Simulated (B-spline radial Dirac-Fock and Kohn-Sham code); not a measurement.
# M3 emission of Pm³⁺

System: Pm³⁺, configuration [Xe] 4f4, inside a Watson sphere of charge -3 and radius 2.7 Å (a model of the Madelung potential; inside it an electron's potential energy is raised by 16.0 eV).

The computed values come from an atomic code on a B-spline grid: one-electron (LDA, Dirac) transition rates at Dirac-Fock energies.

```
      line  multipole  energy (eV)  width (meV)  share (%)
     M3-M4         E1        307.9       0.0727      0.710
     M3-M5         E1        331.8        0.839       8.20
     M3-N1         E1       1020.3         1.66       16.2
     M3-N2         E2       1090.2      0.00242     0.0236
     M3-N3         E2       1115.0      0.00214     0.0209
     M3-N4         E1       1231.6        0.799       7.81
Mγ (M3-N5)         E1       1236.0         6.53       63.8
     M3-O1         E1       1321.7        0.319       3.12
     M3-N7         E2       1362.9      0.00767     0.0749
```

The listed lines hold 100.0 % of the radiative rate. The radiative width is 0.0102 eV in the length form and 0.00994 eV in the velocity form; the two differ because the transition energies are not eigenvalue differences of the potential that gave the orbitals.
